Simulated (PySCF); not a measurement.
PBEsol on C⁻ (carbon, charge -1), [He] 2s2 2p3, high-spin 4S determinant. Computed with PySCF 2.14 in dyall-av2z (11s7p2d, 42 functions), with no relativity, point nucleus.

```
cycle= 1 E= -37.6773932156034  delta_E= -0.00141  |g|= 0.0839  |ddm|= 0.319
cycle= 2 E= -37.6536318541845  delta_E= 0.0238  |g|= 0.191  |ddm|= 0.345
cycle= 3 E= -37.6842741812284  delta_E= -0.0306  |g|= 0.0207  |ddm|= 0.188
cycle= 4 E= -37.684731369991  delta_E= -0.000457  |g|= 0.00152  |ddm|= 0.0317
cycle= 5 E= -37.6847334905125  delta_E= -2.12e-06  |g|= 8.96e-05  |ddm|= 0.0024
cycle= 6 E= -37.6847334975593  delta_E= -7.05e-09  |g|= 2.29e-06  |ddm|= 0.000245
cycle= 7 E= -37.684733497564  delta_E= -4.73e-12  |g|= 3.49e-07  |ddm|= 4.76e-06
converged SCF energy = -37.684733497564  <S^2> = 3.7529142  2S+1 = 4.0014568
```

Highest occupied orbital energy: 1.857 eV; ⟨L²⟩ = 0.00; populations by l: s 4.00, p 3.00, d 0.00.

Q: Can this result be used?

A: With care. The calculation finished and met its thresholds. At PBEsol the highest occupied level has a positive energy, so only the finite basis holds that electron; in a semilocal or global hybrid functional this comes from self-interaction and does not mean that the real anion is unbound.
